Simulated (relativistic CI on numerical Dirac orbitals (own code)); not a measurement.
# Sensitivity of the levels of Au⁴⁷⁺ to α and to the nuclear radius

Computed by Dirac-Coulomb-Breit CI, separate exchange-only KLI orbitals for each configuration, derivatives by finite differences, unscaled Slater integrals, QED left out (own radial code, finite nucleus).

CI space (outside the closed core [Ar] 3d10): 4s²4p², 4s4p³, 4s²4p4d, 4p⁴, 4s²4d², 4s4p²4d, 4s²4p4f, 4s4p²4f. Levels of other configurations are missing.

With x = (α/α₀)² − 1 an excitation energy changes as ω = ω₀ + qx; K = 2q/ω₀ is the relative enhancement. Terms are leading LS components, so labels can repeat. The field-shift factor is F = δν/δ⟨r²⟩ for the transition from the lowest level.

Lowest level 4s²4p² ³P0.

| Level | ω₀ (cm⁻¹) | q (cm⁻¹) | K | F (GHz/fm²) |
| --- | --- | --- | --- | --- |
| 4s²4p² ³P1 | 1057884 | 1.384e+06 | 2.62 | -277 |
| 4s²4p² ¹D2 | 1097049 | 1.383e+06 | 2.52 | -278 |
| 4s4p³ ³P°2 | 1962935 | 1.568e+06 | 1.6 | -3660 |
| 4s4p³ ³D°1 | 2106366 | 1.565e+06 | 1.49 | -3530 |
| 4s²4p² ³P2 | 2184790 | 2.77e+06 | 2.54 | -576 |
| 4s²4p² ¹S0 | 2269729 | 2.771e+06 | 2.44 | -576 |
| 4s²4p4d ³F°2 | 2452379 | 1.451e+06 | 1.18 | -281 |
| 4s²4p4d ³D°1 | 2636735 | 1.474e+06 | 1.12 | -475 |
| 4s²4p4d ³P°2 | 2762202 | 1.828e+06 | 1.32 | -690 |
| 4s²4p4d ³F°3 | 2771799 | 1.759e+06 | 1.27 | -419 |
| 4s4p³ ³D°2 | 3008630 | 2.796e+06 | 1.86 | -3550 |
| 4s4p³ ³D°3 | 3082047 | 2.884e+06 | 1.87 | -3710 |
| 4s4p³ ³P°0 | 3132252 | 2.93e+06 | 1.87 | -3830 |

At this charge energies of transitions that change n are usually good to better than 1 %, and those within a shell (Δn = 0) to a few per cent.
